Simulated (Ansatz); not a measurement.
Reaction (redistribution): `C=C[SiH](O)Cl` + `CO[SiH]` → `C=C[SiH2]O` + `CO[Si]Cl`

Isolated molecules relaxed with PBE0-D4/def2-TZVP in Ansatz; ΔE leaves out vibrations. CBS: MP2 limit from def2 TZ/QZ plus the TZ coupled-cluster correction, frozen cores. DFT in def2-TZVPP. B3LYP here is the variant with VWN-RPA as its local correlation; programs differ in this. HSE06 is defined as in plane-wave codes. One conformer a species, not always the lowest.

`C=C[SiH](O)Cl`:

```xyz
10

C    -0.454   -0.246   -1.586
C     0.308    0.496   -0.786
Si    0.173    0.414    1.056
O    -0.742   -0.849    1.547
Cl    2.090    0.257    1.801
H    -0.377   -0.196   -2.668
H    -1.194   -0.934   -1.189
H     1.032    1.175   -1.232
H    -0.435    1.616    1.658
H    -0.402   -1.733    1.399
```

`CO[SiH]`:

Cartesian coordinates in Å:
```
C 0.702 -0.074 -0.359
O 0.091 0.702 0.647
Si -1.437 0.669 1.239
H 1.063 0.585 -1.152
H -0.006 -0.797 -0.779
H 1.556 -0.606 0.066
H -1.968 -0.478 0.339
```

`C=C[SiH2]O`:

Z-matrix (Å, degrees):
```
Si
C 1 1.857
O 1 1.649 2 111.4
H 1 1.491 2 108.7 3 122.7
H 1 1.484 2 111.0 3 -117.5
C 2 1.330 1 122.9 3 6.6
H 2 1.090 1 118.9 3 -173.1
H 3 0.958 1 117.3 2 72.7
H 6 1.087 2 121.4 1 0.7
H 6 1.086 2 122.4 1 -179.7
```

`CO[Si]Cl`:

```xyz
7

C     0.448   -0.713    0.156
O     0.616    0.684    0.291
Si   -0.256    2.018   -0.014
Cl   -2.056    1.240   -0.808
H    -0.535   -0.954   -0.253
H     1.224   -1.098   -0.508
H     0.560   -1.177    1.137
```

Task: Is it downhill or uphill in electronic energy at CCSD(T)/CBS, and by how much? (An estimate is asked.)

Result: The calculation gave: Downhill: ΔE = -43.3 kJ/mol.

Task: What do these levels give: B2PLYP, B3LYP, HSE06, BHLYP, CAM-B3LYP, CCSD(T)/def2-SVP? (Estimate.)

Result: The calculation gave: B2PLYP -46.9, B3LYP -49.2, HSE06 -46.6, BHLYP -45.5, CAM-B3LYP -46.7, CCSD(T)/def2-SVP -39.9 kJ/mol.

Largest T1 diagnostic among the species: 0.015.

From PBE to PBE0 (25 % exact exchange), in def2-TZVPP and without D4, ΔE moves by +3.4 kJ/mol. Leaving LDA and LC-ωPBE aside and taking each functional with its dispersion term where it has one, the values, not all of them listed here, spread over 9.3 kJ/mol, from BLYP-D4 to B97M-V. At CCSD(T), def2-SVP lies +3.4 kJ/mol from the extrapolated value and def2-TZVPP +2.0 kJ/mol.
